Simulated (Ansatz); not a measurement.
A nudged elastic band was laid between two geometries of ClH6NSSi2 (11 atoms, charge 0, multiplicity 1).

Method: RKS PBE0-D4/6-31G* in Ansatz.

- movable images: 7
- climbing image: yes
- spring: 5.0 eV/Å²
- optimiser: quadratic models (default)
- start path: IDPP
- force threshold: 0.05 eV/Å
- iteration limit: 33
- end points: relaxed

First end point:

```xyz
11
Properties=species:S:1:pos:R:3
N -1.210 1.409 -0.067
Si -0.281 0.041 -0.506
Si 1.330 -0.391 1.123
S -1.750 -1.498 -0.747
Cl 0.755 0.211 -2.323
H -2.023 1.662 -0.616
H -0.763 2.220 0.340
H 2.127 -1.580 0.717
H 0.670 -0.658 2.431
H 2.242 0.780 1.269
H -1.031 -2.251 -1.599
```

Last end point:

```xyz
11
Properties=species:S:1:pos:R:3
N -1.152 1.263 -0.347
Si -0.103 -0.088 -0.504
Si 1.454 -0.216 1.229
S -1.088 -1.999 -0.566
Cl 0.871 0.279 -2.304
H -1.432 1.785 -1.166
H -1.853 1.283 0.382
H 2.256 -1.466 1.126
H 0.744 -0.198 2.540
H 2.354 0.967 1.146
H -1.987 -1.666 -1.514
```

Question: Which bonds break or form, and what moves?

Answer: No bond is made or broken. The dihedral N1–Si2–S4–H11 goes from 155 to 50°.

Question: What energy profile does the band end with?

Answer: The forces met the threshold. The highest image is number 4 of 0 to 8, 13.1 kJ/mol above the first end and 4.5 kJ/mol above the last; the last end lies 8.6 kJ/mol above the first. A vibrational analysis at the climbing image gives one clearly imaginary mode, 181i cm⁻¹: a first-order saddle point.

```json
{"image": "0", "path coordinate (Å)": "0.00", "energy (kJ/mol)": "0.0", "dihedral N1–Si2–S4–H11 (°)": "155"}
{"image": "1", "path coordinate (Å)": "0.33", "energy (kJ/mol)": "1.1", "dihedral N1–Si2–S4–H11 (°)": "143"}
{"image": "2", "path coordinate (Å)": "0.67", "energy (kJ/mol)": "5.7", "dihedral N1–Si2–S4–H11 (°)": "127"}
{"image": "3", "path coordinate (Å)": "1.00", "energy (kJ/mol)": "11.5", "dihedral N1–Si2–S4–H11 (°)": "112"}
{"image": "4", "path coordinate (Å)": "1.34", "energy (kJ/mol)": "13.1", "dihedral N1–Si2–S4–H11 (°)": "98"}
{"image": "5", "path coordinate (Å)": "1.69", "energy (kJ/mol)": "12.2", "dihedral N1–Si2–S4–H11 (°)": "84"}
{"image": "6", "path coordinate (Å)": "2.05", "energy (kJ/mol)": "10.5", "dihedral N1–Si2–S4–H11 (°)": "71"}
{"image": "7", "path coordinate (Å)": "2.40", "energy (kJ/mol)": "9.1", "dihedral N1–Si2–S4–H11 (°)": "59"}
{"image": "8", "path coordinate (Å)": "2.76", "energy (kJ/mol)": "8.6", "dihedral N1–Si2–S4–H11 (°)": "50"}
```

Question: What is the geometry of the highest image?

Answer: 
```xyz
11
Properties=species:S:1:pos:R:3
N -1.051 1.421 -0.350
Si -0.209 -0.064 -0.505
Si 1.365 -0.220 1.211
S -1.422 -1.854 -0.494
Cl 0.734 -0.045 -2.359
H -1.818 1.650 -0.969
H -1.164 1.837 0.564
H 2.188 -1.442 1.016
H 0.665 -0.301 2.526
H 2.240 0.985 1.210
H -1.464 -2.024 -1.829
```

Question: What are the harmonic wavenumbers there?

Answer: 181i, 64, 105, 126, 131, 190, 226, 256, 374, 396, 496, 520, 537, 568, 754, 845, 876, 901, 932, 938, 1619, 2249, 2266, 2285, 2731, 3601, 3709 cm⁻¹.

The run took 4.1 min on 2 threads of Arm Neoverse V2, on a shared host, peak memory 0.26 GiB.
